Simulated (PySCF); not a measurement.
**Basis and Hamiltonian dependence of the excitation energy of C²⁺**

C²⁺ [He] 2s2 (1S) → C²⁺ [He] 2s1 3d1 (3D). All values are computed (PySCF 2.14, energy differences of UHF-based or UKS calculations, no spin-orbit coupling). Values in eV.

```
                                                               basis       Hamiltonian  functions     UHF     LDA    PBE0  MP2 (valence)  CCSD(T) (valence)  CCSD(T) (valence and next inner shell)
                                                      aug-cc-pVDZ-DK     spin-free X2C         23  32.091  32.049  32.224         33.116             33.875                                     n/a
                                                         aug-cc-pVDZ  non-relativistic         23  32.071  32.030  32.204         33.097             33.857                                     n/a
                                                         def2-TZVPPD  non-relativistic         37  31.737  31.822  31.972         32.807             33.515                                  33.508
    aug-cc-pVTZ with one added diffuse shell each of s, p, d, f type  non-relativistic         62  31.705  31.786  31.932         32.747             33.404                                     n/a
   x2c-QZVPPall with one added diffuse shell each of s, p, d, f type     spin-free X2C         73  31.701  31.786  31.926         32.786             33.423                                  33.424
aug-cc-pCVTZ-DK with one added diffuse shell each of s, p, d, f type     spin-free X2C         75  31.718  31.807  31.951         32.787             33.434                                  33.468
                                                         dyall-acv3z  non-relativistic         76  31.715  31.803  31.948         32.809             33.459                                  33.496
                                                         dyall-acv3z     spin-free X2C         76  31.734  31.822  31.968         32.828             33.477                                  33.514
                                                      aug-cc-pVQZ-DK     spin-free X2C         80  31.708  31.787  31.926         32.808             33.443                                     n/a
                                                         aug-cc-pVQZ  non-relativistic         80  31.689  31.767  31.906         32.789             33.425                                     n/a
 aug-cc-pVQZ with one added diffuse shell each of s, p, d, f, g type  non-relativistic        105  31.688  31.765  31.904         32.788                n/a                                     n/a
                                                       aug-cc-pwCVQZ  non-relativistic        109  31.687  31.769  31.908         32.798                n/a                                     n/a
                                                         aug-cc-pV5Z  non-relativistic        127  31.677  31.757  31.896         32.794                n/a                                     n/a
```

Task: Estimate the row for aug-cc-pCVTZ-DK (spin-free X2C, 59 functions).

Result: From the rows with the same Hamiltonian and similar size; the calculation gives UHF 31.73; LDA 31.81; PBE0 31.96; MP2 (valence) 32.80; CCSD(T) (valence and next inner shell) 33.49 (eV).

Frozen in the all-electron rows: valence: 1s2; valence and next inner shell: nothing.

At UHF, aug-cc-pVDZ-DK, aug-cc-pVDZ lie more than 0.3 eV from the median of the rows with comparable relativity.
